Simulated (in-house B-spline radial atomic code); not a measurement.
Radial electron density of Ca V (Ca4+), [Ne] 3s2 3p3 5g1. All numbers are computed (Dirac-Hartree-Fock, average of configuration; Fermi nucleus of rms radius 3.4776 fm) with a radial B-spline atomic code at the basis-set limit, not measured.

Columns: r (bohr), 4πr²n(r) (electrons per bohr), bar.

```
 0.00286   0.5225 #
 0.00352   0.7675 #
 0.00435    1.129 ##
 0.00536    1.639 ###
 0.00661     2.36 ####
 0.00815    3.359 ######
  0.0101    4.751 #########
  0.0124    6.505 ############
  0.0153    8.784 ################
  0.0189    11.56 #####################
  0.0233     14.7 ###########################
  0.0287    17.94 #################################
  0.0354    20.89 ######################################
  0.0437    22.96 ##########################################
  0.0539    23.59 ###########################################
  0.0665    22.54 #########################################
   0.082    20.23 #####################################
   0.101    17.82 ################################
   0.125    16.79 ###############################
   0.154    18.19 #################################
    0.19    21.41 #######################################
   0.234    24.14 ############################################
   0.289    23.77 ###########################################
   0.356    19.32 ###################################
    0.44     12.6 #######################
   0.542    7.264 #############
   0.669    5.246 ##########
   0.825    5.564 ##########
    1.02    5.622 ##########
    1.26     4.18 ########
    1.55     2.16 ####
    1.91    0.734 #
    2.36   0.1729 
    2.91  0.09019 
    3.59   0.1547 
    4.42    0.233 
    5.46     0.24 
    6.73   0.1528 
     8.3   0.0537 
    10.2 0.009414 
    12.6 0.0006395 
    15.6 1.337e-05 
    19.2 7.851e-08
```

On this grid the curve has 4 maxima, near 0.0539, 0.234, 1.02, 5.46 bohr.

The 5g7/2 radial function P(r) = rR(r), positive near the nucleus, with its small component Q(r) (sign convention: Q ≈ (P' + κP/r)/2c):

```tsv
r (bohr)	P	Q
0.542	0.0009369	5.098e-05
0.825	0.00495	0.0001713
1.26	0.02348	0.0005105
1.91	0.09194	0.00123
2.91	0.2719	0.002068
4.42	0.4827	0.001821
6.73	0.3909	0.0004797
10.2	0.09702	-4.19e-05
15.6	0.003656	-5.637e-06
```
